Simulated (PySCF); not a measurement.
# Ionisation energy of Sc⁺ by level of theory

Sc⁺ [Ar] 3d1 4s1 (3D) → Sc²⁺ [Ar] 3d1 (2D), as a difference of total energies. Calculation: PySCF 2.14, in def2-QZVPPD (11s6p5d3f2g, 93 functions); the non-relativistic Hamiltonian (point nucleus). Correlated levels: valence and next inner shell: [Ne] frozen. The calculations carry no spin-orbit coupling.

| method | ionisation energy (eV) |
| --- | --- |
| UHF | 12.155 |
| MP2 (valence and next inner shell) | 12.706 |
| SCS-MP2 (valence and next inner shell) | 12.573 |
| CCSD (valence and next inner shell) | 12.689 |
| CCSD(T) (valence and next inner shell) | 12.724 |

Task: How much does correlation contribute at CCSD(T) (valence and next inner shell)?

Result: 12.724 − (12.155) = 0.569 eV, measured against UHF.

These non-relativistic numbers lack the scalar-relativistic shift.

The reference lies between the lowest fine-structure levels, while these numbers refer to the centres of the terms.

Errors of the correlated levels include the incompleteness of this basis and the frozen core.

For comparison: 12.800 eV (measured; NIST Atomic Spectra Database, ionization energies).
